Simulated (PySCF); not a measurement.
Field gradients from PBE0/pcSseg-1 densities (PySCF, non-relativistic) at GFN2-xTB geometries, isolated species, one conformer each; χzz is the principal value of largest magnitude, with Q(14N) = 0.02044 b, Q(17O) = −0.0256 b. GFN2-xTB bond lengths can be off by several hundredths of an ångström, more for odd bonds, and the gradients follow them. With so small a basis the couplings can be 20 % off.

(1) These 14N couplings (χzz in MHz, η) are listed in rising order: (-5.416, 0.36); (-4.830, 0.48); (-4.516, 0.36); (-4.100, 0.36); (-3.554, 0.44). Assign them to: N6 (silicon-bound nitrogen) in `[CH3:1][C:2](=[O:3])[NH:4][Si@@H:5]([NH2:6])[SiH2:7][SiH3:8]`; N1 (silicon-bound nitrogen) in `[NH2:1][Si@:2]1([O:3][SiH3:4])[CH2:5][CH2:6][SiH2:7][NH:8]1`; N8 (nitrogen bridging silicon atoms) in `[NH2:1][Si@@H:2]1[CH2:3][SiH2:4][O:5][CH2:6][SiH2:7][NH:8]1`; the silicon-bound nitrogen of `CN(C)[SiH2]C/C=C\Cl`; N3 (silicon-bound nitrogen) in `[CH3:1][C@@H:2]1[NH:3][Si@@H:4]([NH:5][SiH3:6])[O:7][SiH2:8]1`.

(2) These 17O couplings (χzz in MHz, η) are listed in rising order: (-10.43, 0.33); (-9.786, 0.41); (-6.237, 0.20); (-5.075, 0.46); (8.860, 0.20). Assign them to: the siloxane oxygen of `C[C@@H]1N[Si@@H](N[SiH3])O[SiH2]1`; O5 (acid hydroxyl oxygen) in `[CH3:1][C@H:2]([C:3](=[O:4])[OH:5])[C@@H:6]([CH3:7])[Cl:8]`; the siloxane oxygen of `N[Si@]1(O[SiH3])CC[SiH2]N1`; the silyl ether oxygen of `N[Si@@H]1C[SiH2]OC[SiH2]N1`; the amide oxygen of `CC(=O)N[Si@@H](N)[SiH2][SiH3]`.

## Answers

(1) -5.416 MHz, η 0.36: the silicon-bound nitrogen of `CN(C)[SiH2]C/C=C\Cl`; -4.830 MHz, η 0.48: N3 (silicon-bound nitrogen) in `[CH3:1][C@@H:2]1[NH:3][Si@@H:4]([NH:5][SiH3:6])[O:7][SiH2:8]1`; -4.516 MHz, η 0.36: N1 (silicon-bound nitrogen) in `[NH2:1][Si@:2]1([O:3][SiH3:4])[CH2:5][CH2:6][SiH2:7][NH:8]1`; -4.100 MHz, η 0.36: N6 (silicon-bound nitrogen) in `[CH3:1][C:2](=[O:3])[NH:4][Si@@H:5]([NH2:6])[SiH2:7][SiH3:8]`; -3.554 MHz, η 0.44: N8 (nitrogen bridging silicon atoms) in `[NH2:1][Si@@H:2]1[CH2:3][SiH2:4][O:5][CH2:6][SiH2:7][NH:8]1`.

(2) -10.43 MHz, η 0.33: the silyl ether oxygen of `N[Si@@H]1C[SiH2]OC[SiH2]N1`; -9.786 MHz, η 0.41: O5 (acid hydroxyl oxygen) in `[CH3:1][C@H:2]([C:3](=[O:4])[OH:5])[C@@H:6]([CH3:7])[Cl:8]`; -6.237 MHz, η 0.20: the siloxane oxygen of `N[Si@]1(O[SiH3])CC[SiH2]N1`; -5.075 MHz, η 0.46: the siloxane oxygen of `C[C@@H]1N[Si@@H](N[SiH3])O[SiH2]1`; 8.860 MHz, η 0.20: the amide oxygen of `CC(=O)N[Si@@H](N)[SiH2][SiH3]`.

All sites together:

```tsv
nucleus	site	Vzz (au)	η	χzz (MHz)
14N	N6 (silicon-bound nitrogen) in [CH3:1][C:2](=[O:3])[NH:4][Si@@H:5]([NH2:6])[SiH2:7][SiH3:8]	-0.854	0.36	-4.100
14N	N1 (silicon-bound nitrogen) in [NH2:1][Si@:2]1([O:3][SiH3:4])[CH2:5][CH2:6][SiH2:7][NH:8]1	-0.940	0.36	-4.516
14N	N8 (nitrogen bridging silicon atoms) in [NH2:1][Si@@H:2]1[CH2:3][SiH2:4][O:5][CH2:6][SiH2:7][NH:8]1	-0.740	0.44	-3.554
14N	the silicon-bound nitrogen of CN(C)[SiH2]C/C=C\Cl	-1.128	0.36	-5.416
14N	N3 (silicon-bound nitrogen) in [CH3:1][C@@H:2]1[NH:3][Si@@H:4]([NH:5][SiH3:6])[O:7][SiH2:8]1	-1.006	0.48	-4.830
17O	the siloxane oxygen of C[C@@H]1N[Si@@H](N[SiH3])O[SiH2]1	0.844	0.46	-5.075
17O	O5 (acid hydroxyl oxygen) in [CH3:1][C@H:2]([C:3](=[O:4])[OH:5])[C@@H:6]([CH3:7])[Cl:8]	1.627	0.41	-9.786
17O	the siloxane oxygen of N[Si@]1(O[SiH3])CC[SiH2]N1	1.037	0.20	-6.237
17O	the silyl ether oxygen of N[Si@@H]1C[SiH2]OC[SiH2]N1	1.735	0.33	-10.43
17O	the amide oxygen of CC(=O)N[Si@@H](N)[SiH2][SiH3]	-1.473	0.20	8.860
```
